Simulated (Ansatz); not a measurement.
Reaction (redistribution): `O[Si](O)(F)[SeH]` + `B[SiH2]C[SiH3]` → `B[Si](O)(O)F` + `[SiH3]C[SiH2][SeH]`

Gas-phase electronic energies from Ansatz, PBE0-D4/def2-TZVP geometries. CCSD(T)/CBS is the MP2 limit (def2-TZVPP, def2-QZVPP) plus CCSD(T) − MP2 in def2-TZVPP, frozen cores. DFT in def2-TZVPP. B3LYP here is the variant with VWN-RPA as its local correlation; programs differ in this. For Se outer-core shells are correlated without core-valence functions, which leaves a few kJ/mol of doubt a bond. Scalar relativity is left out up to krypton. One conformer a species, not always the lowest.

(1) Is it downhill or uphill in electronic energy at CCSD(T)/CBS, and by how much? (Best estimate.)

(2) What do these levels give: PBE-D4, B3LYP-D4, ωB97M-V, B2PLYP, PBE, B3LYP, HF/def2-TZVPP, MP2/def2-TZVPP, SCS-MP2/def2-TZVPP, CCSD/def2-TZVPP, SCS-MP2/def2-QZVPP, HF/CBS(def2)? (Estimate.)

Largest T1 diagnostic among the species: 0.012.

Answers

(1) The calculation gave: Downhill: ΔE = -1.1 kcal/mol.

(2) Computed: PBE-D4 -0.4, B3LYP-D4 -1.2, ωB97M-V -0.7, B2PLYP -0.9, PBE -0.1, B3LYP -0.6, HF/def2-TZVPP -1.2, MP2/def2-TZVPP -1.5, SCS-MP2/def2-TZVPP -1.6, CCSD/def2-TZVPP -1.0, SCS-MP2/def2-QZVPP -1.6, HF/CBS(def2) -1.1 kcal/mol.
